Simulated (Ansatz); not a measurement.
Compare A (`F[C](F)(F)[GeH3]`) with its isomer B (`[CH3][Ge]([F])([F])[F]`).

Gas-phase electronic energies from Ansatz, PBE0-D4/def2-TZVP geometries. CCSD(T)/CBS adds triple-zeta CCSD(T) − MP2 to the extrapolated MP2 energy (def2 sets, frozen cores). Functionals use def2-TZVPP. B3LYP here is the variant with VWN-RPA as its local correlation; programs differ in this. For Ge outer-core shells are correlated without core-valence functions, which leaves a few kJ/mol of doubt a bond. Scalar relativity is left out up to krypton.

Which is lower in electronic energy at CCSD(T)/CBS, and by how much? (Estimate.)

Ansatz gave: B, by 99.9 kcal/mol.

Give E(B) − E(A) in kcal/mol with B3LYP-D4, LDA (SPW92), MP2/def2-TZVPP, ωB97M-V, r2SCAN-D4, PBE0-D4, B3LYP. (An estimate is asked.)

The calculation gave: B3LYP-D4 -95.3, LDA (SPW92) -82.9, MP2/def2-TZVPP -105.2, ωB97M-V -95.0, r2SCAN-D4 -95.2, PBE0-D4 -92.7, B3LYP -95.3. None reverses the order clearly.

Does the order hold for the free energy at 298.15 K (harmonic terms from PBE0-D4)? (An estimate is asked.)

Ansatz gave: Yes: G(B) − G(A) = -96.0 kcal/mol.

Largest T1 diagnostic: 0.012.

At CCSD(T), def2-SVP lies +10.6 kcal/mol from the extrapolated value and def2-TZVPP +0.9 kcal/mol. From r2SCAN to r2SCAN0 (25 % exact exchange), in def2-TZVPP and without D4, E(B) − E(A) moves by −1.2 kcal/mol.
